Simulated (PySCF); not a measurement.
S₄, SMILES S(=S)(=S)=S. The structure is a stationary point at PBE-D3(BJ)/def2-SVP.

Computed equilibrium geometry at PBE-D3(BJ)/def2-SVP (PySCF confirms it by a frequency run) as bond lengths and angles, and its point group:
point group D3h.
Atoms: S1 S2 S3 S4. Bonds (Å): S1–S2 1.945, S1–S3 1.945, S1–S4 1.945. Bond angles (°): S2–S1–S3 120.0, S2–S1–S4 120.0, S3–S1–S4 120.0.
Charge 0, spin multiplicity 1.
